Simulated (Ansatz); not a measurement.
Species: CH$_{3}$BN$_{2}$, SMILES `N#CBN` (charge 0, multiplicity 1).

Problem. Give a relaxed geometry from r2SCAN-D4/def2-TZVP (Ansatz, an electronic-structure program).

Solution. the end point of this relaxation (outside a Z-matrix the atoms follow the SMILES, hydrogens last).
Bonded distances (Å): N1–C2 1.156, C2–B3 1.542, B3–N4 1.384, B3–H5 1.191, N4–H6 1.007, N4–H7 1.008. Angles (°): N1–C2–B3 179.1, C2–B3–N4 119.0, C2–B3–H5 120.1, N4–B3–H5 120.9, B3–N4–H6 122.5, B3–N4–H7 123.4, H6–N4–H7 114.0.
